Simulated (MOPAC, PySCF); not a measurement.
[Y(Cl)3], neutral singlet in the gas phase. 

Cartesian coordinates (Å):
```xyz
4

Y     -0.0124    -0.0144    -0.0219
Cl     0.0934    -2.0832     1.2736
Cl    -1.9770     1.4292     0.1392
Cl     1.8474     0.6120    -1.4771
```
Charge 0, multiplicity 1.

All levels are single points at this geometry (r2SCAN-D4/def2-SVP); Pople sets use spherical d functions. Orbital energies aren't observables, and empty levels follow the basis.

B3LYP/6-31G* (LANL2DZ on Y) in PySCF gives HOMO (eV) = -8.90.

Estimate the HOMO (eV) from each of these levels: B3LYP-D3(BJ)/def2-TZVP in PySCF; PBE-D3(BJ)/def2-TZVP in PySCF; TPSSh-D3(BJ)/def2-TZVP in PySCF; B3LYP/6-311+G** (LANL2DZ on Y) in PySCF; B3LYP/LANL2DZ in PySCF; BP86/6-31G* (LANL2DZ on Y) in PySCF; M06-2X/6-31G* (LANL2DZ on Y) in PySCF; PBE/6-31G* (LANL2DZ on Y) in PySCF; SVWN5/6-31G* (LANL2DZ on Y) in PySCF; HF/6-31G* (LANL2DZ on Y) in PySCF; PM6 in MOPAC; PM7 in MOPAC.


```tsv
level	HOMO (eV)
B3LYP-D3(BJ)/def2-TZVP in PySCF	-8.83
PBE-D3(BJ)/def2-TZVP in PySCF	-7.74
TPSSh-D3(BJ)/def2-TZVP in PySCF	-8.39
B3LYP/6-311+G** (LANL2DZ on Y) in PySCF	-8.97
B3LYP/LANL2DZ in PySCF	-9.05
BP86/6-31G* (LANL2DZ on Y) in PySCF	-7.94
M06-2X/6-31G* (LANL2DZ on Y) in PySCF	-10.50
PBE/6-31G* (LANL2DZ on Y) in PySCF	-7.83
SVWN5/6-31G* (LANL2DZ on Y) in PySCF	-7.97
HF/6-31G* (LANL2DZ on Y) in PySCF	-12.47
PM6 in MOPAC	-10.73
PM7 in MOPAC	-11.89
```
